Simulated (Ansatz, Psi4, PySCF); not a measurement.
Cl4Se, singlet, at a GFN2-xTB geometry. Base run: PBE/aug-cc-pVDZ (PySCF).

PySCF was given this input:
```python
from pyscf import gto, scf, dft

mol = gto.Mole()
mol.atom = '''
    Se   -0.003007    0.004701    0.442483
    Cl    1.061722   -1.326566   -0.820968
    Cl    1.812304    1.458836    0.396540
    Cl   -1.050276    1.308670   -0.863321
    Cl   -1.817736   -1.450343    0.402783
'''
mol.basis = 'aug-cc-pvdz'
mol.charge = 0
mol.spin = 0
mol.verbose = 3
mol.build()

mf = dft.RKS(mol)
mf.xc = 'pbe'
mf.kernel()
```

The same geometry, method and basis name were run in Ansatz (a first-principles code) and Psi4 and PySCF, at each program's defaults and at the settings that a row names. The base is PySCF at its defaults. Differences at the defaults can come from grids, fitting, cores and function types together.

```
code and settings                                                                             ΔE vs base (µEh)  basis functions       E (Eh)  SCF cycles  dipole (D)
--------------------------------------------------------------------------------------------  ----------------  ---------------  -----------  ----------  ----------
PySCF, defaults (exact integrals, its default grid, spherical functions)                                   0.0              144  -4241.24817          12        0.20
Psi4, defaults (density fitting with its default set, its default grid, spherical functions)               [?]              144          [?]           9        0.20
Ansatz, defaults (factorised integrals, its default grid, spherical functions)                             3.2              144  -4241.24817           -           -
PySCF, density fitting with def2-universal-jkfit                                                           [?]              144          [?]          12        0.20
PySCF, fine grid                                                                                           4.9              144  -4241.24817          12        0.20
Psi4, exact integrals, spherical functions, fine grid                                                      8.9              144  -4241.24816          13        0.20
Ansatz, high accuracy                                                                                      5.7              144  -4241.24817           -           -
```

**Question.** Complete the blanks.

**Answer.** 
- Psi4, defaults (density fitting with its default set, its default grid, spherical functions), ΔE vs base (µEh): -277
- Psi4, defaults (density fitting with its default set, its default grid, spherical functions), E (Eh): -4241.24845
- PySCF, density fitting with def2-universal-jkfit, ΔE vs base (µEh): -90.3
- PySCF, density fitting with def2-universal-jkfit, E (Eh): -4241.24826
